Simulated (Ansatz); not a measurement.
A nudged elastic band was laid between two geometries of H3P + H4Sn (9 atoms, charge 0, multiplicity 1).

Level of theory: RKS BHLYP/def2-SVP in Ansatz.

```yaml
movable_images: 7
climbing_image: yes
spring: 5.0 eV/Å²
optimiser: quadratic models (default)
start_path: through a guess of the saddle point
force_threshold: 0.03 eV/Å
iteration_limit: 60
end_points: relaxed
```

First end point:

```xyz
9
Properties=species:S:1:pos:R:3
Sn 0.624 -0.152 -0.289
H 0.805 -0.246 1.403
H 2.137 0.171 -1.006
H -0.467 1.099 -0.677
H 0.022 -1.633 -0.879
P -3.698 0.022 2.001
H -3.511 -0.038 0.597
H -3.125 -1.254 2.234
H -2.487 0.720 2.236
```

Last end point:

```xyz
9
Properties=species:S:1:pos:R:3
Sn -0.575 -0.210 -0.711
H 0.096 0.502 3.713
H 0.898 -0.045 0.133
H -0.713 1.040 -1.864
H -0.603 -1.721 -1.509
P -2.471 0.031 0.943
H -3.468 -0.368 0.018
H -2.307 -1.270 1.480
H -0.559 0.729 3.418
```

Question: Which bonds break or form, and what moves?

Answer: Bonds broken: Sn1–H2, P6–H9. Bonds formed: Sn1–P6, H2–H9. H3P + H4Sn becomes H2 + H5PSn.

Question: What energy profile does the band end with?

Answer: It converged. The highest image is number 4 of 0 to 8, 3.14 eV above the first end and 3.11 eV above the last; the last end lies 0.03 eV above the first. Neighbouring images differ by up to 3.0 eV, so the band resolves the path poorly. A vibrational analysis at the climbing image gives one clearly imaginary mode, 1745i cm⁻¹: a first-order saddle point. The orbitals stay closed-shell, which can raise the energy where a bond breaks towards radicals; this wasn't checked here.

```tsv
image	path coordinate (Å)	energy (eV)	Sn1–H2 (Å)	P6–H9 (Å)	Sn1–P6 (Å)
0	0.00	0.00	1.70	1.42	4.89
1	1.66	0.00	1.70	1.42	4.87
2	3.32	0.01	1.70	1.42	4.86
3	4.97	0.11	1.71	1.41	3.81
4	6.63	3.14	2.01	1.97	2.97
5	8.73	0.18	3.28	2.96	2.54
6	10.83	0.06	4.72	4.52	2.53
7	12.94	0.04	4.19	4.27	2.53
8	15.05	0.03	4.53	3.20	2.53
```

Question: What is the geometry of the highest image?

Answer: 
```xyz
9
Properties=species:S:1:pos:R:3:forces:R:3
Sn -0.126 0.100 -0.192 0.00 0.00 0.00
H -0.138 -0.598 1.692 0.00 0.00 0.00
H 1.596 -0.022 -0.048 0.00 0.00 0.00
H -0.509 1.749 -0.308 0.00 0.00 0.00
H -0.631 -1.063 -1.317 0.00 0.00 0.00
P -2.902 -0.132 0.836 0.00 0.00 0.00
H -3.013 -1.429 1.402 0.00 0.00 0.00
H -2.908 0.546 2.083 0.00 0.00 0.00
H -1.069 -0.464 1.472 0.00 0.00 0.00
```

The band took 31 iterations and roughly 15 core-minutes.

The run took 15 min on 1 thread of Intel(R) Xeon(R) Platinum 8175M CPU @ 2.50GHz (Skylake/Cascade Lake) (shared host), peak memory 0.21 GiB.
